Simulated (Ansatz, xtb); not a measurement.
Two structures of AlBH4OSi

Structure I is `O=B[SiH2][AlH2]`, a singlet and structure II is a singlet given by its coordinates. Both are isolated molecules in the gas phase, relaxed with r2SCAN-D4/def2-SVP; the shapes shown needn't be the lowest conformers.

I (Å):

```xyz
8

Al    0.9692   -0.8726    0.9261
B    -1.0527   -2.5465   -1.5140
O    -1.3007   -3.7031   -1.7717
Si   -0.5673   -0.6897   -0.9921
H    -1.8510    0.0112   -0.6743
H     0.0466   -0.0557   -2.2009
H     2.5306   -0.9792    0.6622
H     0.3736   -0.9069    2.3969
```

II (Å):

```yaml
atoms:
  - { symbol: Al, position_ang: [1.0891, -0.1817, -0.2496] }
  - { symbol: B, position_ang: [-0.3432, -1.7534, -0.2558] }
  - { symbol: O, position_ang: [-0.0286, 0.8644, -1.1907] }
  - { symbol: Si, position_ang: [-1.2751, -0.1592, -0.7512] }
  - { symbol: H, position_ang: [-2.5251, 0.5935, -0.4174] }
  - { symbol: H, position_ang: [-0.6562, -2.7236, 0.3809] }
  - { symbol: H, position_ang: [0.4407, -1.9345, -1.2170] }
  - { symbol: H, position_ang: [2.5680, 0.2566, 0.0789] }
```

Close contacts (Å): Al1–B2 2.13, Al1–O3 1.80, Al1–Si4 2.42, B2–Si4 1.91, O3–Si4 1.67, Al1–H7 2.10, Al1–H8 1.58, B2–H6 1.20, B2–H7 1.25, Si4–H5 1.50.

**Question.** Which of the two would you expect CCSD(T)/def2-TZVP electronic energies to favour?

**Answer.** Too close to call at this level: CCSD(T)/def2-TZVP gives E(II) − E(I) = −0.06 kcal/mol.

Level by level:

```json
{"level": "GFN2-xTB", "geometry": "GFN2-xTB", "E(II) − E(I) (kcal/mol)": "−20.81", "departure from the last row (kcal/mol)": "−20.75", "job, with rough time for the two": "optimisation, 0.3 s"}
{"level": "HF/STO-3G", "geometry": "GFN2-xTB", "E(II) − E(I) (kcal/mol)": "+39.33", "departure from the last row (kcal/mol)": "+39.38", "job, with rough time for the two": "single point, 0.22 s"}
{"level": "r2SCAN-D4/def2-SVP//GFN2-xTB", "geometry": "GFN2-xTB", "E(II) − E(I) (kcal/mol)": "+5.85", "departure from the last row (kcal/mol)": "+5.90", "job, with rough time for the two": "single point, 2.9 s"}
{"level": "r2SCAN-D4/def2-SVP", "geometry": "r2SCAN-D4/def2-SVP", "E(II) − E(I) (kcal/mol)": "+1.66", "departure from the last row (kcal/mol)": "+1.71", "job, with rough time for the two": "optimisation, 95 s"}
{"level": "HF/def2-TZVP", "geometry": "r2SCAN-D4/def2-SVP", "E(II) − E(I) (kcal/mol)": "+14.33", "departure from the last row (kcal/mol)": "+14.39", "job, with rough time for the two": "part of the CCSD(T) run"}
{"level": "MP2/def2-TZVP", "geometry": "r2SCAN-D4/def2-SVP", "E(II) − E(I) (kcal/mol)": "−2.96", "departure from the last row (kcal/mol)": "−2.90", "job, with rough time for the two": "part of the CCSD(T) run"}
{"level": "CCSD(T)/def2-TZVP", "geometry": "r2SCAN-D4/def2-SVP", "E(II) − E(I) (kcal/mol)": "−0.06", "departure from the last row (kcal/mol)": "", "job, with rough time for the two": "single point, 41 s"}
```

The largest departure from CCSD(T)/def2-TZVP is that of HF/STO-3G, 39.38 kcal/mol.

With harmonic frequencies from r2SCAN-D4/def2-SVP (ideal gas, rigid rotor, one conformer each, 298.15 K, 1 atm): on the last row, ΔE + ΔZPE = +1.82 kcal/mol. A mode under 50 cm⁻¹ makes harmonic enthalpies and free energies unreliable, so none is given.

The correlated steps freeze 12 core orbitals. Codes used: Ansatz 0.2.0, xtb 6.7.1; the last row on 2 threads of Arm Neoverse V1 on a shared host.
